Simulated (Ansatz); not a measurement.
Two members of one family (Series GeCl3X), computed with Ansatz in the gas phase. The two geometries come from different levels. Binding counts from free atoms in the multiplicity of their measured ground term, without zero-point energy. A dash marks a value that wasn't run or was left out as unsound. The structures are stationary points that may keep the symmetry of their start. Remarks come from the PBE and PBE0 runs and from stability tests at other levels; not every state was tested. HOMO above LUMO (over both spins in singlets and doublets, within one spin in higher multiplets; at PBE or PBE0), or a gap under 0.15 eV within one spin, warns that the state may not be the lowest or that an electron is smeared out.

First: GeMeCl3 (singlet, charge 0, r2SCAN-D4/def2-SVP geometry).

Cartesian coordinates in Å:
```
Ge 0.532 -0.394 0.460
C -0.738 0.546 -0.639
H -0.931 -0.040 -1.549
H -0.324 1.528 -0.909
H -1.673 0.678 -0.076
Cl 0.995 0.722 2.239
Cl 2.373 -0.733 -0.596
Cl -0.233 -2.307 1.070
```

| level | HOMO (eV) | LUMO (eV) | gap (eV) | vertical IE (eV) | vertical triplet (eV) | binding per atom (eV) |
| --- | --- | --- | --- | --- | --- | --- |
| PBE-D4/def2-TZVP | -7.72 | -2.25 | 5.46 | 10.52 | 5.49 | 3.49 |
| r2SCAN-D4/def2-TZVP | -8.11 | -2.01 | 6.10 | – | 5.85 | 3.46 |
| PBE0-D4/def2-SVP | -8.99 | -0.96 | 8.03 | – | – | 3.45 |
| PBE0-D4/def2-TZVP | -9.17 | -1.27 | 7.90 | 11.11 | 6.19 | 3.45 |
| PBE0-D4/def2-TZVPD | -9.21 | -1.41 | 7.79 | – | – | 3.45 |

Remarks: gap within one spin near zero at PBE or PBE0 (+1 doublet), gap within one spin near zero at PBE or PBE0 (triplet).

Second: Ge(SiH3)Cl3 (singlet, charge 0, PBE-D4/def2-SVP geometry).

```xyz
8

Ge   -0.8642   -0.2403    0.5818
Si    1.0698    0.2982   -0.7206
H     0.6077    1.0730   -1.9188
H     1.7178   -0.9938   -1.1228
H     1.9817    1.1198    0.1423
Cl   -2.3412   -1.3103   -0.6005
Cl   -1.8210    1.5504    1.3595
Cl   -0.3507   -1.4970    2.2791
```

Estimate the same table for the second.


```tsv
level	HOMO (eV)	LUMO (eV)	gap (eV)	vertical IE (eV)	vertical triplet (eV)	binding per atom (eV)
PBE-D4/def2-TZVP	-7.51	-2.71	4.79	10.06	4.64	2.96
r2SCAN-D4/def2-TZVP	-7.84	-2.48	5.35	–	4.95	2.97
PBE0-D4/def2-SVP	-8.62	-1.58	7.05	–	–	2.92
PBE0-D4/def2-TZVP	-8.72	-1.80	6.92	10.50	5.18	2.93
PBE0-D4/def2-TZVPD	-8.75	-1.89	6.86	–	–	2.94
```
